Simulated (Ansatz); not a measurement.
BeF₂⁺. Charge 1, multiplicity 2. Geometry relaxed at r2SCAN-D4/def2-TZVP.

```xyz
3

Be   -0.001   -0.003    0.000
F     0.613   -0.105   -1.304
F    -0.612    0.107    1.304
```

The structure comes from a short search, and lower isomers may exist.

Estimate the harmonic wavenumbers at UKS r2SCAN-D4/def2-TZVP (Ansatz, unscaled). Is this a minimum?

79, 196, 607, 1030 cm⁻¹. Yes, no mode is imaginary beyond noise. Zero-point energy 11.4 kJ/mol. Hardware: 4 threads of Arm Neoverse N1 on a shared host. Wall time 33 s.
